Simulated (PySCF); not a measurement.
## ECD: SMILES C#C[C@H]1C=C[C@@H]1NC=O, C$_{7}$H$_{7}$NO

Geometry:
| atom | x (Å) | y (Å) | z (Å) |
| --- | --- | --- | --- |
| C1 | 2.764 | -0.964 | -1.269 |
| C2 | 1.882 | -0.790 | -0.478 |
| C3 | 0.825 | -0.549 | 0.471 |
| C4 | 1.093 | 0.494 | 1.536 |
| C5 | 0.094 | 1.288 | 1.165 |
| C6 | -0.323 | 0.419 | 0.003 |
| N7 | -1.658 | -0.109 | 0.018 |
| C8 | -2.459 | -0.088 | -1.066 |
| O9 | -2.165 | 0.361 | -2.143 |
| H10 | 3.532 | -1.130 | -1.964 |
| H11 | 0.447 | -1.498 | 0.860 |
| H12 | 1.859 | 0.542 | 2.287 |
| H13 | -0.302 | 2.220 | 1.523 |
| H14 | -0.157 | 0.850 | -0.987 |
| H15 | -1.992 | -0.496 | 0.886 |
| H16 | -3.446 | -0.541 | -0.853 |

Computed with TDDFT CAM-B3LYP/def2-SVPD circular dichroism and optical rotation, one conformer, gas phase (PySCF). Geometry: GFN2-xTB.

The molecule is flexible and this is one conformer; a measurement averages over conformers.

**Question.** Assign R or S to each stereocentre.

**Answer.** C3 R, C6 S.

**Question.** List the lowest 8 singlet excitations with oscillator and rotatory strengths.

**Answer.** Rotatory strengths R in 10⁻⁴⁰ esu² cm², velocity form and length form (origin at the centre of mass); f in length form.
| state | E (eV) | λ (nm) | f | R (velocity) | R (length) | main |
| --- | --- | --- | --- | --- | --- | --- |
| 1 | 5.75 | 216 | 0.002 | +7.6 | +7.7 | HOMO−1→LUMO+2 0.39, HOMO−1→LUMO+3 0.17 |
| 2 | 6.29 | 197 | 0.012 | -3.0 | -3.1 | HOMO→LUMO 0.78 |
| 3 | 6.55 | 189 | 0.007 | -7.1 | -7.4 | HOMO−2→LUMO+2 0.15, HOMO−2→LUMO+6 0.12 |
| 4 | 6.65 | 186 | 0.009 | +1.4 | +1.0 | HOMO−2→LUMO 0.14, HOMO−1→LUMO 0.13 |
| 5 | 6.75 | 184 | 0.034 | -2.1 | -4.0 | HOMO−3→LUMO 0.09, HOMO→LUMO+1 0.09 |
| 6 | 6.94 | 179 | 0.012 | +31.9 | +32.7 | HOMO→LUMO+1 0.48, HOMO−1→LUMO 0.13 |
| 7 | 7.05 | 176 | 0.004 | -5.6 | -5.1 | HOMO−2→LUMO 0.51, HOMO→LUMO+1 0.09 |
| 8 | 7.13 | 174 | 0.093 | +13.2 | +12.8 | HOMO−1→LUMO 0.42 |

Among the states computed, the strongest CD band (largest |R|) is state 6. The largest dissymmetry factor in size, g = 4R/(D+G), with D and G the electric and magnetic dipole strengths, is +0.027 for state 6 (velocity form, f = 0.012), among bands with |R| over 0.5. The mirror image has the same energies and oscillator strengths and all R with the opposite sign.
